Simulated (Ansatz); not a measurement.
Reaction (cleavage of the Si–Si bond): `O[SiH2][SiH2]S` + `CC(O)=S` → `CC(=S)O[SiH2]O` + `[SiH3]S`

Gas-phase electronic energies from Ansatz, PBE0-D4/def2-TZVP geometries. CCSD(T)/CBS adds triple-zeta CCSD(T) − MP2 to the extrapolated MP2 energy (def2 sets, frozen cores). One conformer a species, not always the lowest.

| species | CCSD/CBS(def2) energy (Eh) |
| --- | --- |
| `O[SiH2][SiH2]S` | -1054.75247 |
| `CC(O)=S` | -551.41982 |
| `CC(=S)O[SiH2]O` | -916.94418 |
| `[SiH3]S` | -689.25997 |

Task: Work out ΔE.

Result: ΔE = (-916.94418) + (-689.25997) − (-1054.75247) − (-551.41982) = -0.03186 Eh = -20.0 kcal/mol. CCSD(T)/CBS gives -19.3 kcal/mol.

Largest T1 diagnostic among the species: 0.017.

In def2-TZVPP, CCSD(T) changes the Hartree–Fock value by +4.3 kcal/mol (the triples alone add +0.7 kcal/mol) and MP2 by +2.8 kcal/mol. From PBE to PBE0 (25 % exact exchange), in def2-TZVPP and without D4, ΔE moves by −2.1 kcal/mol.
